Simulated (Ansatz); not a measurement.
Ansatz (an electronic-structure program) input:

Ansatz 0.2 input:
```yaml
crystal:
  periodic: [false, false, false]
  atoms:
    - {symbol: B, position_ang: [-0.73191922, 0.19699974, 0.22690698]}
    - {symbol: O, position_ang: [0.45163180, -0.32443455, -0.08782496]}
    - {symbol: H, position_ang: [-1.05771089, 1.34062764, 0.05627479]}
    - {symbol: H, position_ang: [1.10425261, 0.26985007, -0.48820997]}
basis:
  gaussian:
    orbitals: def2-TZVPD
hamiltonian:
  xc: {name: B97M-V}
magnetization: {spin_polarized: true, initial_magnetization: 1}
output: {forces: true}
```

### Question
Predict the final energy.

### Answer
-101.25754 Eh (B97M-V/def2-TZVPD). The basis has 95 functions.

It need not be the lowest isomer of its formula.
